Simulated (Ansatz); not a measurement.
System: BI, charge 0, multiplicity 1. 
Geometry from a B3LYP-D3(BJ)/def2-TZVP (Ansatz, an electronic-structure program) optimisation:
```xyz
2

B      0.0000     0.0000    -1.9574
I      0.0000     0.0000     0.1847
```
Charge 0, spin multiplicity 1.

Property: vertical electron affinity (to the doublet state of charge -1; a negative value means that the extra electron is unbound and the number depends on the basis; each state is the SCF solution reached for its spin; for the doublet the Hartree-Fock reference is unstable and T1 is 0.022; for the singlet the Hartree-Fock reference is unstable and T1 is 0.023), in eV. Valence correlation only, unless marked. UHF or UKS for open shells. Spin-orbit coupling is left out. The frozen core is the preceding noble-gas configuration, with the filled d and f shells of earlier blocks. In def2 rows, elements after Kr have scalar-relativistic effective core potentials. Anions need diffuse functions: def2-D sets add few. 

| level | program | vertical electron affinity (eV) |
|---|---|---|
| SVWN5/def2-TZVPD | Ansatz | 0.53 |
| r2SCAN/def2-TZVPD | Ansatz | 0.56 |
| B3LYP/def2-TZVPD | Ansatz | 0.50 |
| wB97M-V/def2-TZVPD | Ansatz | 0.31 |
| wB97X-V/def2-TZVPD | Ansatz | 0.44 |
| CCSD/def2-TZVPPD | Ansatz | 0.25 |
| CCSD/def2-QZVPPD | Ansatz | 0.32 |
| CCSD(T)/def2-TZVPPD | Ansatz | 0.25 |
| CCSD(T)/def2-QZVPPD | Ansatz | 0.33 |
